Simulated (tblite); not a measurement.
Isomers of C5H9O3 (doublet state). Method: GFN2-xTB as coded in tblite; computed harmonic values from a numerical Hessian at the method's own geometry, unscaled. The method is semi-empirical: single wavenumbers can be off by several per cent or more. One conformer each. Open shells enter through the occupations alone, without spin polarisation, and single modes of such species can be off by tens of per cent.

Electronic energies: GFN2-xTB at the same geometries; isomer energies are rough at this level and their order can be wrong.

```csv
SMILES,"electronic energy, lowest = 0 (kcal/mol)"
[O]COC[C@H]1CCO1,29.4
O[CH]OC[C@H]1CCO1,22.6
CO[C@@H]1OCO[C]1C,0.0
CO[C]1OCO[C@H]1C,0.5
```

**Question.** How do GFN2-xTB zero-point energies change the relative energies?

**Answer.** 
```
           SMILES  ZPE (kcal/mol)  of it from modes above 1550 cm⁻¹  electronic (kcal/mol)  with ZPE, lowest = 0 (kcal/mol)  lowest mode (cm⁻¹)  rings
CO[C@@H]1OCO[C]1C            84.5                              37.8                    0.0                              0.0                  82      1
 CO[C]1OCO[C@H]1C            85.1                              38.2                    0.5                              1.0                  55      1
O[CH]OC[C@H]1CCO1            85.2                              38.8                   22.6                             23.3                  49      1
 [O]COC[C@H]1CCO1            83.9                              36.9                   29.4                             28.8                  50      1
```

The zero-point energies span 1.3 kcal/mol, from `[O]COC[C@H]1CCO1` to `O[CH]OC[C@H]1CCO1`. The order is unchanged.

**Question.** What do entropy and thermal enthalpy add at 298.15 K and 1 bar (rigid rotor, harmonic oscillator, one conformer each)?

**Answer.** 
```json
{"SMILES": "CO[C@@H]1OCO[C]1C", "point group": "C1", "symmetry number": "1", "S (cal/(mol K))": "94.3", "H − H(0) (kcal/mol)": "6.24", "ZPE + H − H(0) − TS (kcal/mol)": "62.7"}
{"SMILES": "CO[C]1OCO[C@H]1C", "point group": "C1", "symmetry number": "1", "S (cal/(mol K))": "94.1", "H − H(0) (kcal/mol)": "6.17", "ZPE + H − H(0) − TS (kcal/mol)": "63.2"}
{"SMILES": "O[CH]OC[C@H]1CCO1", "point group": "C1", "symmetry number": "1", "S (cal/(mol K))": "92.1", "H − H(0) (kcal/mol)": "5.85", "ZPE + H − H(0) − TS (kcal/mol)": "63.6"}
{"SMILES": "[O]COC[C@H]1CCO1", "point group": "C1", "symmetry number": "1", "S (cal/(mol K))": "92.1", "H − H(0) (kcal/mol)": "5.78", "ZPE + H − H(0) − TS (kcal/mol)": "62.3"}
```

S holds R ln(2S + 1) for the spin.
